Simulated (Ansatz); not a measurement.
## One elementary step

Start structure (Si2H6O3F2, closed shell), relaxed at PBE0-D4/def2-TZVP:

Si1  (-0.610, -0.136, 1.374)
O2  (-0.202, -0.451, -0.163)
Si3  (-0.485, -1.530, -1.378)
F4  (-0.050, -1.288, 2.297)
F5  (-2.180, -0.218, 1.518)
O6  (-0.060, 1.290, 1.837)
H7  (1.190, 1.423, -0.817)
O8  (1.323, 2.232, -0.311)
H9  (-1.904, -1.463, -1.800)
H10  (0.397, -1.135, -2.504)
H11  (-0.149, -2.904, -0.931)
H12  (0.460, 1.791, 1.179)
H13  (2.270, 2.390, -0.302)
(Å)

The step: Si₂H₄O₂F₂ ([OH][Si]([F])([F])[O][SiH3]) + H₂O → SiH₂O₂F₂ ([OH][Si]([OH])([F])[F]) + SiH₄O ([OH][SiH3]); bonds formed: Si1–O8, O2–H7; bonds broken: Si1–O2, H7–O8. Computed with Ansatz 0.2.0 (basis: def2-TZVPP and def2-QZVPP); correlated methods freeze the cores. Extrapolation: Hartree–Fock as exp(−7.88 √X), correlation as X^−2.97. Energies below are by CCSD(T) at an estimated basis limit (MP2 extrapolated from triple and quadruple zeta, plus CCSD(T) − MP2 in triple zeta).

Task: What are the electronic barrier and the energy of the step, from the start structure to the end structure? (To be estimated.)

Result: By the calculation: Barrier 1.414 eV; step energy 0.165 eV (uphill); reverse barrier, their difference, 1.249 eV. Barrier and step energy count from the start structure, the reverse barrier from the end structure.

The saddle point: One imaginary mode of 907i cm⁻¹.
```csv
pair,start (Å),saddle (Å),end (Å)
Si1–O8,3.49,1.79,1.64
O2–H7,2.42,1.29,0.97
Si1–O2,1.62,1.89,3.38
H7–O8,0.96,1.13,1.98
```

Zero-point energy (harmonic, PBE0-D4): ZPE is 2.065 eV at the start and 2.011 eV at the saddle, so the barrier goes from 1.414 to 1.361 eV.

No T1 diagnostic of these runs exceeds 0.012.

Labels in which every atom is bracketed show which atoms are joined, not bond orders.

For scale, one of the runs: CCSD(T)/def2-TZVPP, 323 basis functions, launched by `ansatz run in.yaml --threads 4 --pin off --events-out ev --progress --plain --max-ram 41984MiB --backend cuda --devices 0, --max-vram 37GiB`. Time: 13 s of wall clock on 4 CPU threads of an AMD EPYC 7R13 and a share of one NVIDIA H100; the host was shared. Peak host memory: 0.86 GiB.
